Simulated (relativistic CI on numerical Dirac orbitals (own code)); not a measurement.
Ru²⁺: L-alpha,beta X-ray emission

Computed with this model: Dirac-Coulomb-Breit CI, separate exchange-only KLI orbitals for each configuration, a model potential for QED, valence Slater integrals scaled by 0.7, multiplet model of X-ray emission after core ionisation; configurations [Kr] 4d6 → [He] 2s2 2p5 3s2 3p6 3d10 4s2 4p6 4d6 → [Ar] 3d9 4s2 4p6 4d6; 300 K; Lorentzian 1.4 eV and Gaussian 0.6 eV FWHM. Energies are those of the free ion, without screening or charge transfer. S is read from ⟨S²⟩ = S(S + 1).

free ion: ground-state S = 1.99, centroid 2601.90 eV. Peaks (eV, height): 2559.8 (100), 2684.6 (35).

Strongest unbroadened transitions for free ion:

```csv
Energy (eV),Relative strength
2559.09,18.7
2559.28,20.0
2559.39,9.0
2559.46,12.7
2559.64,15.0
2559.70,13.9
2559.77,9.7
2559.81,100.0
2559.94,23.6
2560.02,35.0
2560.26,8.0
2681.54,10.6
2683.89,16.7
2684.27,8.9
2684.55,7.6
2685.08,18.6
2686.19,8.2
2686.31,13.5
```
